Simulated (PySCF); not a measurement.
Sc(OH)3 (H₃O₃Sc), SMILES [OH][Sc]([OH])[OH]. Geometry: B3LYP-D3(BJ)/def2-SVP. Other conformers were not sampled.

Computed equilibrium geometry at B3LYP-D3(BJ)/def2-SVP (PySCF confirms it by a frequency run) as a Z-matrix, and its point group (one conformer of several):
point group C3h.
```
Sc
O 1 1.8747
H 2 0.9606 1 151.08
O 1 1.8747 2 120.00 3 180.00
H 4 0.9606 1 151.08 2 0.00
O 1 1.8747 2 120.00 3 0.00
H 6 0.9606 1 151.08 2 180.00
```
